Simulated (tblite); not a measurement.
Run record: tight-binding relaxation, `C#C/C=C(\F)[CH2][GaH][CH]=C`.

Computed with GFN2-xTB geometry optimisation, gas phase (tblite 0.8.0). Start geometry: from a force field or distance geometry. The input is one job of a driver script: a line of settings, then coordinates in Å.

Command:
```bash
OMP_NUM_THREADS=1 python probes_run.py task.json out
```

Input:
```
{"job": {"kind": "relax", "xc": "GFN2-xTB", "basis": "xTB"}, "charge": 0, "multiplicity": 1}
C      4.357200     1.626700    -1.026500
C      3.241800     1.208200    -1.290100
C      1.955600     0.674800    -1.586400
C      1.381600    -0.132700    -0.723600
F      1.987500    -0.494900     0.457700
C      0.036200    -0.721300    -0.970800
Ga    -1.258600    -0.148400     0.526200
C     -3.107600     0.381600     0.877700
C     -3.487200    -0.074700     2.088500
H      5.332100     1.994500    -0.791200
H      1.491700     0.975000    -2.519900
H     -0.288300    -0.695600    -2.009200
H      0.033100    -1.776200    -0.560900
H     -0.435900    -0.058800     1.982700
H     -3.908700     0.940700     0.344100
H     -4.512200     0.135900     2.460200
H     -2.825100    -0.629500     2.731500
```

Output:
```
step      E/eV     max force
  0    -674.96772    2.134
  1    -675.09757    3.887
  2    -675.14955    3.031
  3    -675.24865    0.749
  4    -675.28715    0.535
  5    -675.32400    0.619
  6    -675.34420    0.430
  7    -675.36416    0.427
  8    -675.37968    0.288
  9    -675.38891    0.245
... (168 lines left out)
178    -675.80686    0.037
179    -675.80701    0.025
180    -675.80712    0.024
181    -675.80721    0.022
182    -675.80731    0.028
183    -675.80742    0.029
184    -675.80755    0.028
185    -675.80765    0.023
186    -675.80772    0.016
187    -675.80775    0.009
```

«max force» is the largest atomic force in eV/Å.

Problem. From which step on does the largest force stay under 0.1 eV/Å, and how much energy is left to gain from there?

Solution. From step 150 (0.083 eV/Å), 10.1 meV above the end.

Summary of the converged run: energy lowered by 19.4 kcal/mol over 187 steps; largest atomic force 0.009 eV/Å at the end.

Problem. Where do the atoms end?

Solution. 0.961 Å rms from the input after alignment:
```
atom  x, y, z in Å
C1     4.0350    1.8321   -0.7248
C2     3.2044    1.0167   -1.0213
C3     2.2295    0.0730   -1.3949
C4     0.9488    0.1304   -1.0344
F5     0.5305    1.1765   -0.1843
C6    -0.1849   -0.7728   -1.2599
Ga7   -0.9384   -0.4712    0.6557
C8    -2.7993    0.2011    1.0304
C9    -3.2459    0.1771    2.2814
H10    4.7652    2.5376   -0.4631
H11    2.5513   -0.7337   -2.0391
H12   -0.9070   -0.3022   -1.9450
H13    0.1357   -1.7179   -1.6970
H14   -0.0210   -0.8369    1.8866
H15   -3.4560    0.5715    0.2440
H16   -4.2358    0.5110    2.5676
H17   -2.6191   -0.1870    3.0882
```

On an Arm Neoverse V1 with one thread, no GPU, shared host with 32 logical CPUs at a one-minute load of 29, this took 1.5 s.
Labels such as C1 count atoms from 1, the log's own numbers from 0.
